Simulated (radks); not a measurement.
The numbers below are computed, except where a source is named.
Fractional charge and spin in the 3s shell of scandium: the spin-up occupation runs from 0 to 1 and the spin-down occupation from 0 to 1; the fullest corner is Sc3+, [Ne] 3p6 3s(up 1, down 1). Code: a radial shooting solver on a logarithmic mesh with Libxc functionals. Model: scalar-relativistic Kohn-Sham, r2SCAN, spin-polarised, spherical densities, finite nucleus; meta-GGA in the generalised Kohn-Sham scheme; Fermi nuclear charge, rms radius of each element as measured or else 0.836 A^(1/3) + 0.57 fm. Energy (eV) above the fullest corner. The planes named below are the two flat planes that join the four corners, with an edge along up + down = one added electron.

down \ up,0,0.25,0.5,0.75,1
0,215.951,184.499,154.255,125.218,97.385
0.25,184.499,154.416,125.526,97.828,71.319
0.5,154.255,125.526,97.975,71.602,46.401
0.75,125.218,97.828,71.602,46.537,22.630
1,97.385,71.319,46.401,22.630,0.000

Corners above the fullest one (they belong to Sc4+ and the next ion): (up 1, down 0) 97.385 eV, (up 0, down 1) 97.385 eV, (up 0, down 0) 215.95 eV. With half an added electron in each spin the energy lies 0.590 eV from the planes, and with half an added electron in spin up alone -2.413 eV. The planes are only a guide here: the flat-plane condition holds for ground states with one frontier orbital, while this shell lies below other occupied shells, so the corners above the fullest one are inner-hole states and not the ground states of those ions.
